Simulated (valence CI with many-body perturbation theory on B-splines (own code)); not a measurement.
E1 transitions of Mo²⁹⁺

Computed by relativistic CI+MBPT: three valence electrons over a frozen Dirac-Fock core [Ne], a basis of 11 s, 11 p, 10 d, 8 f, 5 g, 2 h functions for each j, with the one-electron correlation potential Σ1 (screened to all orders), the two-electron term Σ2, the three-electron term Σ3, Breit, model QED; selected single and double excitations, second order for the rest, scaled by the run's own slope (own B-spline code, finite nucleus).

The last digits are not significant, and no measured levels were compared; by estimate large intervals hold to a few tenths of a per cent, small ones and those within an open d or f shell to about a per cent.

Lines 51 to 100 of 582 in falling wavelength, among levels below 57.720 Ry, chosen from the strongest by gf and those to the six lowest levels. Wavelengths and rates use the calculated energies. Electric multipoles are in the length gauge, E1 and E2 with the static RPA response of the core. Weak lines are less certain than strong ones. Lines between different terms over intervals too small for the method are left out, as are lines whose strength nearly cancels. The highest levels of a list are the least certain.

Names give the largest LS component (configuration and term), which can be under half, so a name can repeat, a term be missing and a line seem to break the LS rules; names also repeat where a configuration has a term twice. Letters in brackets count levels of one name in rising energy.

```tsv
λ vac (nm)	Upper	Lower	A (s⁻¹)	S (a.u.)
14.23	3p²3d ²D_5/2 [a]	3s3p3d ⁴D°_7/2	1.40e+10	1.19e-01
14.22	3p3d² ⁴F°_5/2	3s3d² ⁴F_3/2	6.02e+09	5.13e-02
14.22	3p²3d ⁴F_3/2	3s3p3d ²D°_5/2 [a]	1.49e+10	8.44e-02
14.21	3p3d² ²P°_3/2 [b]	3s3d² ²S_1/2	1.67e+10	9.45e-02
14.20	3p²3d ⁴F_9/2 [b]	3s3p3d ²F°_7/2 [a]	1.11e+10	1.57e-01
14.12	3p²3d ⁴P_3/2 [a]	3s3p3d ⁴D°_5/2	1.46e+10	8.12e-02
14.08	3s3p² ²D_5/2	3s²3p ²P°_3/2	3.87e+09	3.20e-02
14.01	3p²3d ⁴F_3/2	3s3p3d ⁴F°_3/2	1.09e+10	5.90e-02
13.99	3p3d² ⁴G°_11/2	3s3d² ⁴F_9/2	2.87e+10	4.66e-01
13.97	3p3d² ²H°_11/2	3s3d² ²G_9/2	4.96e+10	8.01e-01
13.85	3p²3d ²F_7/2 [b]	3s3p3d ²F°_7/2 [b]	5.98e+09	6.27e-02
13.82	3d³ ²G_7/2	3p3d² ²F°_5/2 [b]	1.58e+10	1.65e-01
13.65	3p³ ⁴S°_3/2	3s3p² ²D_3/2	1.85e+09	9.29e-03
13.61	3p³ ²D°_3/2	3s3p² ⁴P_3/2	6.12e+09	3.05e-02
13.55	3p3d² ²D°_5/2 [b]	3s3d² ⁴P_3/2	6.66e+09	4.91e-02
13.53	3s3d² ²D_3/2	3s3p3d ²P°_3/2 [b]	9.73e+09	4.76e-02
13.52	3p3d² ²G°_9/2 [b]	3s3d² ²F_7/2	6.71e+10	8.18e-01
13.50	3s3p3d ⁴F°_5/2	3s3p² ²D_3/2	8.06e+08	5.88e-03
13.49	3p3d² ²F°_5/2 [a]	3s3d² ²D_3/2	1.13e+10	8.22e-02
13.41	3p3d² ²F°_7/2 [b]	3s3d² ²D_5/2	7.08e+09	6.75e-02
13.41	3d³ ²G_9/2	3p3d² ²G°_7/2 [b]	5.51e+10	6.55e-01
13.40	3p3d² ²D°_5/2 [d]	3s3d² ²P_3/2	4.52e+10	3.22e-01
13.39	3p²3d ⁴D_7/2	3s3p3d ²D°_5/2 [b]	1.31e+10	1.24e-01
13.37	3p3d² ²F°_7/2 [a]	3p²3d ²F_7/2 [b]	8.06e+09	7.61e-02
13.37	3p3d² ²F°_7/2 [b]	3s3d² ²G_9/2	2.23e+10	2.11e-01
13.33	3p3d² ⁴D°_7/2 [c]	3p²3d ²D_5/2 [b]	1.01e+10	9.47e-02
13.28	3p²3d ²D_5/2 [c]	3s3p3d ²D°_5/2 [c]	1.65e+10	1.15e-01
13.28	3p3d² ⁴F°_9/2	3s3d² ⁴F_9/2	1.42e+10	1.64e-01
13.20	3d³ ²P_3/2	3p3d² ²D°_5/2 [d]	1.40e+10	6.37e-02
13.20	3p3d² ²F°_5/2 [b]	3s3d² ²F_5/2	1.07e+10	7.28e-02
13.14	3p²3d ²F_7/2 [a]	3s3p3d ⁴F°_7/2	6.26e+09	5.60e-02
13.13	3p3d² ⁴P°_5/2	3p²3d ²D_5/2 [b]	1.05e+10	7.05e-02
13.12	3d³ ²F_7/2	3p3d² ²D°_5/2 [d]	3.58e+10	3.19e-01
13.07	3p²3d ²G_7/2	3s3p3d ²F°_5/2 [a]	3.12e+10	2.75e-01
13.07	3d³ ²G_7/2	3p3d² ²D°_5/2 [c]	1.04e+10	9.14e-02
13.01	3p²3d ⁴F_7/2	3s3p3d ⁴P°_5/2	2.18e+10	1.90e-01
12.99	3s3d² ²D_5/2	3s3p3d ²P°_3/2 [b]	8.11e+09	5.27e-02
12.95	3p3d² ²P°_1/2 [c]	3s3d² ²S_1/2	3.69e+10	7.90e-02
12.94	3p3d² ⁴D°_7/2 [c]	3s3d² ⁴P_5/2	2.23e+10	1.91e-01
12.93	3p3d² ⁴G°_7/2	3p²3d ⁴D_5/2	6.11e+09	5.21e-02
12.92	3p²3d ²F_5/2 [a]	3s3p3d ⁴F°_5/2	7.29e+09	4.65e-02
12.91	3d³ ²H_11/2	3p3d² ²G°_9/2 [b]	7.69e+10	9.81e-01
12.91	3p3d² ²D°_3/2 [d]	3s3d² ²P_1/2	6.31e+10	2.68e-01
12.88	3s3p3d ⁴F°_3/2	3s3p² ⁴P_5/2	6.10e+09	2.57e-02
12.87	3p3d² ²F°_7/2 [b]	3p²3d ²D_5/2 [c]	2.73e+10	2.30e-01
12.87	3p3d² ⁴F°_9/2	3s3d² ⁴F_7/2	1.88e+10	1.98e-01
12.85	3p3d² ²F°_7/2 [c]	3s3d² ²D_5/2	4.05e+10	3.39e-01
12.84	3p3d² ²F°_7/2 [a]	3s3d² ⁴F_7/2	8.24e+09	6.89e-02
12.82	3d³ ²F_5/2	3p3d² ²D°_3/2 [d]	4.95e+10	3.09e-01
12.76	3p²3d ²D_3/2 [b]	3s3p3d ²P°_3/2 [b]	1.22e+10	5.00e-02
```
